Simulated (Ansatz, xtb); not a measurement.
**Ranking isomers of C2H12Si3**

4 gas-phase structures of C2H12Si3, from a drawn sample of its isomers (lower ones may exist). Each was relaxed with GFN2-xTB; where two conformers were screened, the lower at r2SCAN-D4/def2-SVP is listed:

A. `C[Si](C)([SiH3])[SiH3]`, a singlet
B. `C[SiH2]C([SiH3])[SiH3]`, a singlet
C. `C[Si@@H]([SiH3])C[SiH3]`, a singlet
D. `[SiH3]C[SiH2]C[SiH3]`, a singlet

Question: Which do you expect lowest at r2SCAN-D4/def2-SVP, and how would the others follow?

Answer: Calculated order at r2SCAN-D4/def2-SVP: B (0.000), A (0.056), D (0.070), C (0.095) eV. Less than 1 kcal/mol parts A and D; D and C, so the order within those pairs means little.

Energies above the lowest of each column, in eV; the last columns are at PBE-D3(BJ)/def2-SVP geometries:

```json
{"structure": "B", "GFN2-xTB": "0.038", "HF/STO-3G": "0.378", "r2SCAN-D4/def2-SVP": "0.000", "PBE-D3(BJ)/def2-SVP": "0.169", "CCSD(T)/def2-SVP + ΔMP2/def2-TZVPP": "0.000"}
{"structure": "A", "GFN2-xTB": "0.568", "HF/STO-3G": "0.000", "r2SCAN-D4/def2-SVP": "0.056", "PBE-D3(BJ)/def2-SVP": "0.000", "CCSD(T)/def2-SVP + ΔMP2/def2-TZVPP": "0.148"}
{"structure": "D", "GFN2-xTB": "0.000", "HF/STO-3G": "0.305", "r2SCAN-D4/def2-SVP": "0.070", "PBE-D3(BJ)/def2-SVP": "0.230", "CCSD(T)/def2-SVP + ΔMP2/def2-TZVPP": "0.077"}
{"structure": "C", "GFN2-xTB": "0.309", "HF/STO-3G": "0.139", "r2SCAN-D4/def2-SVP": "0.095", "PBE-D3(BJ)/def2-SVP": "0.148", "CCSD(T)/def2-SVP + ΔMP2/def2-TZVPP": "0.141"}
```

CCSD(T)/def2-SVP + ΔMP2/def2-TZVPP puts B lowest; GFN2-xTB picks D, HF/STO-3G picks A, PBE-D3(BJ)/def2-SVP picks A. CCSD(T)/def2-SVP + ΔMP2/def2-TZVPP orders those it was run on as B (0.000), D (0.077), C (0.141), A (0.148) eV. Less than 1 kcal/mol parts C and A, so the order within that pair means little. Flexible structures stand in one conformer each, not always the lowest. ΔMP2 is the change of the MP2 energy from the smaller to the larger basis.

Over these structures GFN2-xTB departs from r2SCAN-D4/def2-SVP by 0.189 eV on average once a common shift is removed. A GFN2-xTB relaxation took about 0.27 s and the r2SCAN-D4/def2-SVP energy about 3.2 s on a shared host (Ansatz 0.2.0, xtb 6.7.1).
